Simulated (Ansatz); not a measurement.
AsH2(SiMe3) (C₃H₁₁AsSi). The state is a singlet with charge 0. Geometry PBE-D4/def2-SVP; atoms count from 1.

```xyz
16

As    0.9639    2.1769    0.7077
H     1.1676    1.6114    2.1289
H     2.3656    1.6963    0.2780
Si   -0.0439    0.1229   -0.0251
C    -1.7825    0.0506    0.7239
C    -0.1534    0.1837   -1.9153
C     0.9595   -1.3890    0.5165
H    -2.3150   -0.8627    0.3836
H    -2.3880    0.9297    0.4230
H    -1.7437    0.0263    1.8322
H    -0.7426    1.0592   -2.2564
H     0.8532    0.2498   -2.3768
H    -0.6456   -0.7320   -2.3062
H     1.9833   -1.3624    0.0913
H     1.0509   -1.4345    1.6207
H     0.4708   -2.3262    0.1740
```

Estimate the Mulliken populations from the PBE0/def2-TZVP orbitals of Ansatz.


```tsv
atom	charge (e)
As1	-0.21
H2	0.06
H3	0.06
Si4	0.28
C5	-0.47
C6	-0.47
C7	-0.46
H8	0.13
H9	0.14
H10	0.14
H11	0.14
H12	0.14
H13	0.13
H14	0.14
H15	0.14
H16	0.13
```
Mulliken values depend strongly on the basis.

And the Mayer bond orders between heavy atoms (over 0.3)?

As1–Si4 1.06 (2.40 Å); Si4–C5 0.99 (1.89 Å); Si4–C6 0.99 (1.89 Å); Si4–C7 0.97 (1.89 Å).
